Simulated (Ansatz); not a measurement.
C₂H₈GeO₂Si (`O[SiH2]/C=[CH]\[GeH2][OH]`). Charge 0, multiplicity 1. Correlated methods include outer-core shells of Ge, which these sets cover unevenly. Scalar relativity is left out up to krypton.

```xyz
14

O     0.4563    0.9069    1.5806
Si    1.7294    1.0413    0.5324
C     1.3182   -0.0597   -0.8956
C     0.1437   -0.6705   -1.0607
Ge   -1.4460   -0.6129    0.0573
O    -2.5428   -1.5719   -0.9923
H     0.1568    1.6943    2.0349
H     1.8924    2.4618    0.1111
H     2.9983    0.6085    1.1772
H     2.0918   -0.2246   -1.6477
H    -0.0065   -1.3055   -1.9347
H    -1.3236   -1.3390    1.4077
H    -2.0624    0.7893    0.2309
H    -3.4056   -1.7178   -0.6011
```

Question: Give the diagnostics of a CCSD(T)/def2-TZVPP run (frozen core, the Gaussian-basis code of Ansatz). (Estimate.)

Answer: Ansatz gave: T1 = 0.0119, largest single amplitude 0.013, largest double 0.048, (T) share of the correlation energy 3.8 %, 9 CCSD cycles. The RHF solution is stable towards an unrestricted one. T1 lies under the customary mark of 0.02 for closed shells.
